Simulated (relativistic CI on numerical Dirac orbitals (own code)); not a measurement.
Pd²⁺ (4d8) in a crystal field

Calculated by Dirac-Coulomb-Breit CI, KLI orbitals optimised for each configuration, a model potential for QED, one configuration in a parametric crystal field, unscaled Slater integrals (own radial code). With so little scaling, terms lie 10 to 35 % too far apart, which can change the order of excited levels.

Field parameters in Wybourne normalisation: D4h B²₀ = −7Ds, B⁴₀ = 21(Dq − Dt), B⁴₄ = 21√(5/14) Dq; Oh B⁴₀ = 21Dq, B⁴₄ = √(5/14) B⁴₀; Td as Oh with Dq negative (B⁴₀ = 21Dq, B⁴₄ = √(5/14) B⁴₀). The field is a parameter set, without covalency.

S and J are read from ⟨S²⟩ = S(S + 1) and ⟨J²⟩ = J(J + 1) of each level; they are not fictitious spins.

Oh, 10Dq = 35000 cm⁻¹, the lowest 10 levels:

```csv
E (cm⁻¹),Degeneracy,Irrep,S,J
0.0,3,T2,1.00,3.36
14835,2,E,0.02,2.90
27606,1,A1,0.03,3.42
34615,2,E,1.00,3.60
34634,3,T1,1.00,3.48
35447,3,T2,1.00,3.12
35902,1,A2,1.00,3.00
45259,3,T2,0.99,2.25
45397,3,T1,1.00,2.35
45518,2,E,0.99,2.16
```

Td, 10Dq = -8000 cm⁻¹, the lowest 16 levels:

```tsv
E (cm⁻¹)	Degeneracy	Irrep	S	J
0.0	1	A1	1.00	3.96
841	3	T1	1.00	3.77
2194	2	E	0.99	3.49
2845	3	T2	1.00	3.07
8737	3	T2	0.95	3.24
9001	3	T1	1.00	3.23
9453	2	E	0.99	2.75
9882	1	A2	1.00	3.00
15500	3	T2	0.44	2.70
15996	2	E	0.24	2.73
17971	3	T2	0.87	2.77
21883	3	T2	0.92	2.29
22158	2	E	0.91	2.28
22974	3	T1	1.00	1.11
23146	1	A1	0.97	0.57
25971	3	T2	0.12	3.51
```

D4h, 10Dq = 35950, Ds = 860, Dt = -180 cm⁻¹, the lowest 10 levels:

```json
{"E (cm⁻¹)": "0.0", "Degeneracy": "2", "Irrep": "E", "S": "1.00", "J": "3.36"}
{"E (cm⁻¹)": "1.2", "Degeneracy": "1", "Irrep": "B2", "S": "1.00", "J": "3.35"}
{"E (cm⁻¹)": "14392", "Degeneracy": "1", "Irrep": "A1", "S": "0.02", "J": "2.92"}
{"E (cm⁻¹)": "14857", "Degeneracy": "1", "Irrep": "B1", "S": "0.02", "J": "2.91"}
{"E (cm⁻¹)": "28190", "Degeneracy": "1", "Irrep": "A1", "S": "0.03", "J": "3.39"}
{"E (cm⁻¹)": "35906", "Degeneracy": "1", "Irrep": "B1", "S": "1.00", "J": "3.48"}
{"E (cm⁻¹)": "35935", "Degeneracy": "2", "Irrep": "E", "S": "1.00", "J": "3.36"}
{"E (cm⁻¹)": "36818", "Degeneracy": "1", "Irrep": "A1", "S": "1.00", "J": "3.63"}
{"E (cm⁻¹)": "36898", "Degeneracy": "1", "Irrep": "A2", "S": "1.00", "J": "3.51"}
{"E (cm⁻¹)": "37485", "Degeneracy": "2", "Irrep": "E", "S": "1.00", "J": "3.25"}
```

The free-ion ground term has S = 1. Every field shown keeps that spin.

Levels of this model without a field, named by their leading LS term: 3F_4 0, 3F_3 3056, 3F_2 4713, 1D_2 13310, 3P_1 17269, 3P_2 17585, 3P_0 17585, 1G_4 21284 cm⁻¹.
